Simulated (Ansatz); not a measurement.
A nudged elastic band was laid between two geometries of BCl3 + H3Si (8 atoms, charge 0, multiplicity 2).

These are results of Ansatz, UHF/6-31G*, not measurements.

* movable images: 5
* climbing image: yes
* spring: 5.0 eV/Å²
* optimiser: quadratic models (default)
* start path: through a guess of the saddle point
* force threshold: 0.03 eV/Å
* iteration limit: 60
* end points: relaxed

First end point:

```xyz
8
Properties=species:S:1:pos:R:3
B -0.041 0.007 -1.203
Cl -0.147 0.052 0.538
Cl 1.519 -0.014 -1.983
Cl -1.496 -0.017 -2.167
Si 0.058 -0.011 5.828
H -0.722 -1.185 6.263
H 1.435 -0.071 6.356
H -0.606 1.240 6.240
```

Last end point:

```xyz
8
Properties=species:S:1:pos:R:3
B -0.008 0.515 -1.238
Cl 0.009 0.019 2.903
Cl 1.534 -0.231 -1.526
Cl -1.537 -0.257 -1.521
Si 0.002 -0.007 4.971
H -0.753 -1.186 5.410
H 1.393 -0.079 5.432
H -0.639 1.226 5.441
```

Task: What changes between the two ends?

Result: Bonds broken: B1–Cl2. Bonds formed: Cl2–Si5. BCl3 + H3Si becomes BCl2 + ClH3Si.

Task: What energy profile does the band end with?

Result: It did not converge within its limit. The highest image is number 4 of 0 to 6, 1.80 eV above the first end and 1.52 eV above the last; the last end lies 0.28 eV above the first. The band didn't meet its force threshold, so its energies are provisional: the largest band force was still 0.17 eV/Å, and over the last iterations the top stayed at 1.80 eV. Neighbouring images lie up to 2.1 Å apart, so the band is torn or far too coarse.

```csv
image,path coordinate (Å),energy (eV),B1–Cl2 (Å),Cl2–Si5 (Å)
0,0.00,0.00,1.74,5.29
1,1.28,0.01,1.74,4.41
2,2.56,0.05,1.74,3.81
3,3.85,0.16,1.74,3.46
4,5.14,1.80,1.91,2.44
5,7.20,0.27,3.88,2.07
6,9.25,0.28,4.17,2.07
```

Time of the run: 11 min on 2 threads of Arm Neoverse V1, on a shared host, peak memory 0.3 GiB.
